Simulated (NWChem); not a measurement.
System: CHCl2, doublet; SMILES Cl[CH]Cl

Computed with NWChem. Spin-unrestricted. In the optimisation the excess spin sits in a' (Cs, its own frame). Geometry: optimised at PBE0/def2-SVP, spin-unrestricted. No stability test was run on the SCF state. COSMO at PBE/def2-SVP, default radii, gas-phase geometry; f = (ε − 1)/ε scales the surface charges.

| row | f | electrostatic solvation energy (kcal/mol) |
|---|---|---|
| ε = 2.0 | 0.5000 | -0.57 |
| ε = 2.4 | 0.5833 | -0.67 |
| ε = 3.9 | 0.7436 | withheld |
| ε = 4.8 | 0.7917 | -0.93 |
| ε = 78.4 | 0.9872 | -1.19 |

Fit a straight line of the last column on the one before it, predict the withheld value, and compare with the run.


1. Means of the 4 shown rows: x = 0.71555, y = -0.840. Slope Σ(x − x̄)(y − ȳ)/Σ(x − x̄)² = -0.1826/0.1435 = -1.272; intercept 0.070.
2. The shown rows scatter about the line by 0.005 (root mean square); the largest residual is +0.01, at ε = 4.8.
3. At x = 0.7436 (ε = 3.9; inside the shown range) the line gives -0.88.
4. The run gives -0.87, +0.01 from the line.
